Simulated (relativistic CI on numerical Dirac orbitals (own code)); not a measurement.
Co³⁺ in a cubic cluster: L2,3 absorption with charge transfer

Computed with a charge-transfer multiplet model of a cubic metal-ligand cluster with up to 2 ligand holes, Slater and spin-orbit integrals from Dirac-Coulomb-Breit ions, Slater integrals scaled by 0.7. The ground state mixes d6 with configurations of k ligand holes L, whose averages lie at kΔ + k(k − 1)U_dd/2; a core hole lowers each added d electron by U_cd. 300 K, Lorentzian 0.4 eV and Gaussian 0.3 eV FWHM.

Atomic integrals in eV (Slater integrals scaled, ζ unscaled), ground: F2dd 8.824, F4dd 5.512, zeta_d 0.071; with the core hole: F2dd 9.358, F4dd 5.849, zeta_d 0.093, zeta_core 9.664, F2cd 5.552, G1cd 4.214, G3cd 2.396.

Cluster parameters (eV): Δ = -0.7, U_dd = 7.8, 10Dq = 1.9, 10Dq(ligand) = 1, V(eg) = 2.7, V(t2g) = -1.42, final-state hopping factor = 0.9.

| Case | n_d | d6 | d7L | d8L2 | S |
| --- | --- | --- | --- | --- | --- |
| U_cd = 7.4 eV | 6.81 | 0.31 | 0.57 | 0.12 | 0.01 |
| U_cd = 8 eV | 6.81 | 0.31 | 0.57 | 0.12 | 0.01 |
| U_cd = 8.6 eV | 6.81 | 0.31 | 0.57 | 0.12 | 0.01 |
| U_cd = 9.2 eV | 6.81 | 0.31 | 0.57 | 0.12 | 0.01 |
| U_cd = 9.8 eV | 6.81 | 0.31 | 0.57 | 0.12 | 0.01 |

Weights, n_d and S are thermal averages at 300 K. Photon energies count from the first peak over 30 % of the highest in each spectrum, which can be another peak from case to case. The parameters are a model scan and need not match a compound or its usual spin state. Peaks in eV (height, largest 100):
- U_cd = 7.4 eV: -1.4 (5), 0.0 (100), 2.4 (10), 3.4 (6), 14.4 (58)
- U_cd = 8 eV: -1.4 (5), 0.0 (100), 2.4 (10), 3.1 (6), 14.4 (58)
- U_cd = 8.6 eV: 0.0 (100), 2.4 (9), 14.4 (57)
- U_cd = 9.2 eV: 0.0 (100), 2.5 (10), 14.5 (56)
- U_cd = 9.8 eV: 0.0 (100), 2.5 (10), 14.4 (55)

Curve for U_cd = 9.2 eV (points under 2 left out, the grid thinned):

```tsv
E (eV)	Intensity
-1.8	2.2
-1.6	3.2
-1.3	4.9
-1.1	5.2
-0.8	7.9
-0.6	13.2
-0.4	26.6
-0.1	83.9
0.1	98.8
0.3	58.3
0.6	20.6
0.8	12.9
1.1	8.1
1.3	7.1
1.5	6.0
1.8	4.9
2.0	5.3
2.3	8.3
2.5	9.6
2.7	9.1
3.0	7.7
3.2	6.2
3.4	4.9
3.7	4.9
3.9	4.6
4.2	3.0
4.4	2.3
13.3	2.4
13.6	4.3
13.8	7.3
14.1	21.6
14.3	45.2
14.5	56.0
14.8	23.2
15.0	10.7
15.3	4.8
15.5	3.4
15.7	2.8
16.0	3.0
16.2	3.8
16.4	4.3
16.7	4.0
16.9	2.7
18.0	2.3
18.2	2.0
```

For the case U_cd = 9.2 eV, Δ = -0.7 eV is smaller than U_dd = 7.8 eV, the charge-transfer side of the Zaanen-Sawatzky-Allen scheme (negative Δ: between configuration averages a ligand hole costs less than the nominal valence; multiplet and field energies can change this for the lowest states). With the core hole the configuration with one ligand hole lies at Δ + U_dd − U_cd = -0.3, -0.9, -1.5, -2.1, -2.7 eV from the one without, in the order of the table; where this is negative the screened configuration lies lower, though the effective hopping of about 4.3 eV (from the holes of the mixed ground state) mixes the two strongly wherever it is as large as the gap.

With at most 2 ligand holes the space is cut while the next configuration still counts, so covalency is underestimated, and a final configuration with one more ligand hole, which can lie low, is missing from the spectra.
